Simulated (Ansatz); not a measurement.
Born–Oppenheimer molecular dynamics of H₄O₄Si (9 atoms, charge 0, multiplicity 1). It starts from a relaxed structure.

Level of theory: RKS BLYP-D4/6-31G (Ansatz 0.2.0).

```
ensemble        : NVT, Nosé–Hoover chain
time step       : 3 fs
steps asked     : 40
set temperature : 300 K
thermostat      : time constant 50 fs, chain length 3
seed            : 871823
```

First frame:

```xyz
9
Properties=species:S:1:pos:R:3
Si -0.222 -0.214 0.086
O -0.319 -0.370 1.792
H -0.440 0.434 2.345
O 1.309 0.107 -0.620
H 1.907 -0.642 -0.839
O -1.188 1.152 -0.297
H -1.023 1.642 -1.133
O -0.691 -1.746 -0.531
H -1.335 -2.292 -0.029
```

Problem. What does the run give?

Solution. The run went to its last step.

```yaml
steps_done: 40
time_covered: 120 fs
mean_temperature_over_the_second_half: 471 K
spread_of_the_potential_energy_over_the_second_half: 55.5 meV per atom
mean_potential_energy_of_the_second_half_above_the_start: 2670.4 meV per atom
```

The conserved energy changed by up to 130000 meV per atom, so the integration failed: the time step of 3 fs is too long for the fastest motions that this run met, and the later frames carry no physical meaning.

Problem. What happens to the structure?

Solution. Parted: O2–H3 0.98 → 7.35 Å, O4–H5 0.98 → 8.85 Å, O6–H7 0.98 → 4.03 Å, O8–H9 0.98 → 20.33 Å. It ends as H + H + H + H + O4Si. Pairs count as bonded within 1.25 times the sum of covalent radii (0.12 Å more for H–H). Another seed would give other details.

Problem. How do temperature and energy run in time?

Solution. 
| time (fs) | T (K) | potential energy less start (eV) | conserved less start (meV/atom) |
| --- | --- | --- | --- |
| 0.0 | 300 | 0.000 | 0.00 |
| 9.0 | 149 | 0.402 | 29.46 |
| 18.0 | 471 | 0.734 | 97.97 |
| 27.0 | 15482 | 12.698 | 3590.48 |
| 36.0 | 10577 | 20.527 | 6658.17 |
| 45.0 | 6538 | 16.407 | 6657.43 |
| 54.0 | 40264 | 23.777 | 130086.07 |
| 63.0 | 1271 | 24.525 | 130080.48 |
| 72.0 | 246 | 24.390 | 130079.97 |
| 81.0 | 91 | 24.323 | 130079.88 |
| 90.0 | 87 | 24.241 | 130079.97 |
| 99.0 | 166 | 24.058 | 130080.05 |
| 108.0 | 322 | 23.726 | 130080.31 |
| 117.0 | 676 | 23.045 | 130081.18 |

Time of the run: 16 min on 1 thread of Intel(R) Xeon(R) 6975P-C (Granite Rapids) (shared host), peak memory 0.12 GiB.
